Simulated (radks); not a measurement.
Results of a calculation; reference values are marked as such.
Polarisability of the titanium ion Ti4+, [Ar], at imaginary frequency. Code: a radial shooting solver on a logarithmic mesh with Libxc functionals. Model: scalar-relativistic Kohn-Sham, LDA (Slater exchange, Perdew-Wang correlation), spin-polarised, spherical densities, finite nucleus; Fermi nuclear charge, rms radius 3.5921 fm. Response by self-consistent Sternheimer equations with the Hartree and adiabatic LDA kernel, the relativistic mass of each level held fixed and spin-orbit coupling left out.

w (hartree),alpha1(iw) (bohr^3),alpha2(iw) (bohr^5)
0.00266,1.495,1.974
0.0143,1.495,1.974
0.0360,1.494,1.974
0.0697,1.493,1.973
0.118,1.489,1.970
0.186,1.480,1.965
0.280,1.462,1.953
0.413,1.424,1.930
0.605,1.351,1.882
0.892,1.216,1.785
1.35,0.9878,1.597
2.12,0.6710,1.261
3.59,0.3508,0.7790
6.94,0.1322,0.3120
17.5,0.03132,0.06056

Static values: alpha1 = 1.495 bohr^3 (0.2215 angstrom^3; uncoupled 2.383), alpha2 = 1.974 bohr^5, alpha3 = 5.535 bohr^7. C6 = 3.247, C8 = 25.67, triple-dipole C9 = 3.560 atomic units. One-pole (London) frequency 4 C6 / (3 alpha1^2) = 1.937 hartree, against 3.286 for minus the highest occupied eigenvalue.
